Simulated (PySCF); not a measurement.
F3GeHS. Atoms are numbered in the order given.

```xyz
6

F     -0.8823    -1.1394    -1.1357
Ge    -0.2460     0.0427    -0.0579
F     -0.4725     1.5395    -0.8778
F     -1.2638     0.0635     1.3262
S      1.8241    -0.3303     0.5484
H      2.2550    -0.2539    -0.7347
```

Coordinates come from a B3LYP-D3(BJ)/def2-SVP optimisation. The structure was generated by enumeration, and PubChem lists no compound with its InChIKey, so it may never have been made. Other conformers were not sampled.

The numbers are results of B3LYP-D3(BJ)/def2-SVP run with PySCF, not measurements.

Frequencies are harmonic and unscaled.

Computed vibrational spectrum:
| mode | ν (cm⁻¹) | IR (km/mol) | Raman (Å⁴/amu) | depolarisation | moving atoms (share of kinetic energy) |
|---|---|---|---|---|---|
| 1 | 41 | 15.9 | 6.0 | 0.75 | H 79 %, F 20 % |
| 2 | 154 | 3.2 | 1.0 | 0.73 | F 62 %, S 25 %, Ge 11 % |
| 3 | 180 | 12.5 | 2.4 | 0.75 | F 48 %, S 28 %, H 15 %, Ge 9 % |
| 4 | 236 | 19.2 | 0.7 | 0.71 | F 81 %, Ge 17 % |
| 5 | 237 | 13.5 | 0.5 | 0.75 | F 77 %, Ge 19 % |
| 6 | 263 | 51.0 | 2.8 | 0.55 | F 71 %, S 15 %, Ge 14 % |
| 7 | 429 | 33.3 | 10.6 | 0.16 | S 61 %, Ge 29 % |
| 8 | 721 | 71.8 | 8.5 | 0.01 | F 85 %, Ge 13 % |
| 9 | 757 | 81.2 | 2.3 | 0.75 | F 75 %, Ge 25 % |
| 10 | 759 | 66.0 | 6.2 | 0.74 | F 58 %, H 26 %, Ge 14 % |
| 11 | 785 | 22.8 | 2.6 | 0.75 | H 65 %, F 18 %, Ge 12 % |
| 12 | 2662 | 2.7 | 116.4 | 0.30 | H 97 % |
